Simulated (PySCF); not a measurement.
F$_{3}$Hf (SMILES [F][Hf]([F])[F]), doublet, at a GFN2-xTB geometry (such geometries of metal compounds can be far from the true shape) (the multiplicity is a formal guess) (core potentials on Hf), with bond 2-1 at 1.3 times its length; HF/def2-SVP in PySCF.

Input for PySCF:
```python
from pyscf import gto, scf

mol = gto.Mole()
mol.atom = '''
    Hf    0.01327631    0.08252816    0.03016674
    F     2.24162469   -0.62022812   -0.27581032
    F    -0.88642622   -0.63545890    1.43046795
    F    -0.94717471    0.43328718   -1.46660162
'''
mol.basis = 'def2-svp'
mol.ecp = {'Hf': 'def2-svp'}
mol.spin = 1
mol.verbose = 4
mol.build()

mf = scf.UHF(mol)
mf.conv_tol_grad = 1e-7
mf.kernel()
```

Q: Write the output that PySCF gives for this input, abridged.

A: 
```
PySCF version 2.14.0

[INPUT] verbose = 4
[INPUT] num. atoms = 4
[INPUT] num. electrons = 39
[INPUT] charge = 0
[INPUT] spin (= nelec alpha-beta = 2S) = 1
[INPUT] symmetry False subgroup None
[INPUT] Mole.unit = angstrom
[INPUT] Symbol           X                Y                Z      unit          X                Y                Z       unit  Magmom
[INPUT]  1 Hf     0.013276310000   0.082528160000   0.030166740000 AA    0.025088589845   0.155955619964   0.057006876671 Bohr   0.0
[INPUT]  2 F      2.241624690000  -0.620228120000  -0.275810320000 AA    4.236056738163  -1.172061281554  -0.521205967129 Bohr   0.0
[INPUT]  3 F     -0.886426220000  -0.635458900000   1.430467950000 AA   -1.675102785433  -1.200843284417   2.703192655468 Bohr   0.0
[INPUT]  4 F     -0.947174710000   0.433287180000  -1.466601620000 AA   -1.789900794014   0.818794103485  -2.771475395643 Bohr   0.0

nuclear repulsion = 125.247005416244
number of shells = 30
number of NR pGTOs = 129
number of NR cGTOs = 74
basis = def2-svp
ecp = {'Hf': 'def2-svp'}

******** <class 'pyscf.scf.uhf.UHF'> ********
method = UHF
initial guess = minao
damping factor = 0
level_shift factor = 0
DIIS = <class 'pyscf.scf.diis.CDIIS'>
diis_start_cycle = 1
diis_space = 8
diis_damp = 0
SCF conv_tol = 1e-09
SCF conv_tol_grad = 1e-07
SCF max_cycles = 50
direct_scf = True
direct_scf_tol = 1e-13
number electrons alpha = 20  beta = 19
init E= -332.26426149787

cycle= 1 E= -345.538078439561  delta_E= -13.3  |g|= 0.695  |ddm|=  5.2
cycle= 2 E= -345.614647409028  delta_E= -0.0766  |g|= 0.505  |ddm|= 0.781
cycle= 3 E= -345.701892906709  delta_E= -0.0872  |g|= 0.0516  |ddm|= 0.359
cycle= 4 E= -345.706781802942  delta_E= -0.00489  |g|= 0.0245  |ddm|= 0.157
cycle= 5 E= -345.708980867317  delta_E= -0.0022  |g|= 0.0144  |ddm|= 0.131
cycle= 6 E= -345.709677056592  delta_E= -0.000696  |g|= 0.00622  |ddm|= 0.0837
cycle= 7 E= -345.709844586522  delta_E= -0.000168  |g|= 0.00264  |ddm|= 0.0429
cycle= 8 E= -345.709873054983  delta_E= -2.85e-05  |g|= 0.00105  |ddm|= 0.0176
cycle= 9 E= -345.709877643865  delta_E= -4.59e-06  |g|= 0.000361  |ddm|= 0.00776
cycle= 10 E= -345.70987802782  delta_E= -3.84e-07  |g|= 0.000182  |ddm|= 0.00176
cycle= 11 E= -345.709878147997  delta_E= -1.2e-07  |g|= 8.35e-05  |ddm|= 0.000985
cycle= 12 E= -345.709878183896  delta_E= -3.59e-08  |g|= 4.99e-05  |ddm|= 0.000523
cycle= 13 E= -345.709878202291  delta_E= -1.84e-08  |g|= 3.22e-05  |ddm|= 0.000387
cycle= 14 E= -345.709878213814  delta_E= -1.15e-08  |g|= 1.64e-05  |ddm|= 0.000427
cycle= 15 E= -345.709878216169  delta_E= -2.36e-09  |g|= 9.37e-06  |ddm|= 0.000193
cycle= 16 E= -345.709878216693  delta_E= -5.25e-10  |g|= 5.17e-06  |ddm|= 8.91e-05
cycle= 17 E= -345.709878216834  delta_E= -1.4e-10  |g|= 1.86e-06  |ddm|= 5.17e-05
cycle= 18 E= -345.709878216848  delta_E= -1.39e-11  |g|= 7.07e-07  |ddm|= 1.47e-05
cycle= 19 E= -345.709878216848  delta_E= -1.71e-13  |g|= 2.68e-07  |ddm|= 4.13e-06
cycle= 20 E= -345.709878216848  delta_E= 3.41e-13  |g|= 1.17e-07  |ddm|= 1.21e-06
cycle= 21 E= -345.709878216849  delta_E= -1.59e-12  |g|= 6.4e-08  |ddm|= 6.07e-07
Extra cycle  E= -345.709878216848  delta_E= 1.42e-12  |g|= 4.59e-08  |ddm|= 1.69e-07
converged SCF energy = -345.709878216848  <S^2> = 0.75235648  2S+1 = 2.0023551
```
